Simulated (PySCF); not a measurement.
Cl₂FH₃OSi₂, SMILES F[Si](Cl)(Cl)O[SiH3].

Coordinates come from a PBE-D3(BJ)/def2-SVP optimisation. The structure was generated by enumeration, and PubChem lists no compound with its InChIKey, so it may never have been made. The values are those of a single conformer.

Calculation: PySCF with PBE/def2-TZVP.

Isolated molecule, no solvent.

Computed frontier levels, gap, dipole moment and polarisability:
```
Property                                                                                                       Result
---------------------------------------------------------------------------------------------  ----------------------
highest occupied level                                                                                       -7.98 eV
lowest empty level                                                                                           -1.46 eV
orbital gap                                                                                                   6.53 eV
dipole moment                                                                                                  1.72 D
quadrupole, principal values (traceless, Buckingham form, about the centre of nuclear charge)  -3.60, -1.04, 4.64 D·Å
mean static polarisability                                                                      75.2 bohr³ (11.14 Å³)
polarisability, principal values                                                               65.0, 76.7, 83.8 bohr³
```
